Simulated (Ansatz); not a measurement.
The cluster As₃S₃ was relaxed with PBE0-D4 (def2-SVP, def2-SVPD) in Ansatz in these states: charge -1 singlet, neutral doublet. The geometries follow in no particular order.

A:

```tsv
atom	x (Å)	y (Å)	z (Å)
As1	0.2751	-1.5228	-0.9106
As2	1.7460	0.3342	-0.2524
As3	-1.6241	1.0344	0.7110
S4	0.2759	2.0085	0.0935
S5	1.0937	-1.2842	1.1790
S6	-1.7666	-0.5701	-0.8205
```

B:

Cartesian coordinates in Å:
```
As -1.0791 -1.2818 -0.6432
As 0.7972 -0.0855 -1.6058
As 0.1895 1.0561 1.6820
S 0.7792 1.8328 -0.3299
S 1.0698 -1.7374 -0.0740
S -1.7567 0.2159 0.9710
```

Question: Judge from the bond lengths which geometry belongs to which state (an estimate).

Answer: A is the neutral doublet (As1–S6 2.255 Å, As2–S4 2.255 Å, As1–As2 2.459 Å); B is the charge -1 singlet (As1–S6 2.304 Å, As2–S4 2.304 Å, As1–As2 2.424 Å).
